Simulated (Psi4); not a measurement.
Approach curve of the dimer H2O ··· HBr (SMILES O and Br), singlet. Monomers: optimised at B3LYP-D3(BJ) (def2-TZVP), held rigid. Orientation: a higher rigid-body minimum at GFN2-xTB. R is the distance of the centres of mass, along which the second monomer moves.

Geometry at R = 3.40 Å (first 3 atoms: monomer A):
```
5

O     -0.0006     0.3896     0.0000
H     -0.7647    -0.1959     0.0000
H      0.7653    -0.1937     0.0000
Br     3.0495     1.6418    -0.7721
H      1.6354     1.7591    -0.6421
```

Method: SAPT0/jun-cc-pVDZ, frozen core (Psi4).

Components in kJ/mol:

```csv
R / Å,electrostatics,exchange,induction,dispersion,total
2.77,-84.88,165.09,-38.15,-21.67,20.39
3.01,-46.86,73.84,-16.97,-12.44,-2.42
3.18,-32.01,41.23,-9.64,-8.51,-8.93
3.40,-20.67,19.15,-4.74,-5.31,-11.57
3.57,-15.38,10.51,-2.80,-3.74,-11.41
3.80,-10.87,4.64,-1.44,-2.39,-10.06
4.08,-7.63,1.70,-0.69,-1.43,-8.05
4.40,-5.44,0.53,-0.33,-0.83,-6.08
4.91,-3.47,0.08,-0.13,-0.39,-3.91
5.57,-2.14,0.01,-0.05,-0.17,-2.35
6.64,-1.12,0.00,-0.01,-0.05,-1.19
7.92,-0.59,0.00,0.00,-0.02,-0.62
```
